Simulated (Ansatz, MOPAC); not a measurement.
Reaction (SMILES): O=C([CH2])CCC -> CC[CH]C(C)=O

Wanted: isomerisation energy (enthalpy at 298 K), in kcal/mol. Conventions: non-relativistic; no spin-orbit coupling; 6-31G* and kin with 6d, 5d where marked; no dispersion term unless named; UHF or UKS for open shells. First-principles rows: single points at B3LYP-D3(BJ) geometries (Ansatz, a program for electronic structure), with unscaled harmonic terms from B3LYP/6-31G* (Ansatz) at its own minima. Semi-empirical rows: MOPAC heats of formation at their own minima for 298 K.

```json
[
 {"species": "[CH2]C(=O)CCC", "coefficient": "-1", "E at B3LYP/6-31G* (Ansatz), Eh": "-271.12314", "E at B3LYP/def2-TZVPD (Ansatz), Eh": "-271.23444", "H(298 K) - E, kcal/mol": "85.78", "heat of formation at PM6 (MOPAC), kcal/mol": "-25.64"},
 {"species": "CC[CH]C(C)=O", "coefficient": "+1", "E at B3LYP/6-31G* (Ansatz), Eh": "-271.13271", "E at B3LYP/def2-TZVPD (Ansatz), Eh": "-271.24409", "H(298 K) - E, kcal/mol": "86.08", "heat of formation at PM6 (MOPAC), kcal/mol": "-34.66"}
]
```

 1 Eh = 627.5095 kcal/mol.

### Question
Work the quantity out at each level.

### Answer

- B3LYP/6-31G*: the sum of coefficient times E is -0.00957 Eh, or -6.01 kcal/mol; the thermal terms add 0.30. Result: -5.7 kcal/mol.
- B3LYP/def2-TZVPD: the sum of coefficient times E is -0.00965 Eh, or -6.06 kcal/mol; the thermal terms add 0.30. Result: -5.8 kcal/mol.
- PM6: the sum of coefficient times heat of formation is -9.02 kcal/mol; it needs no thermal term.
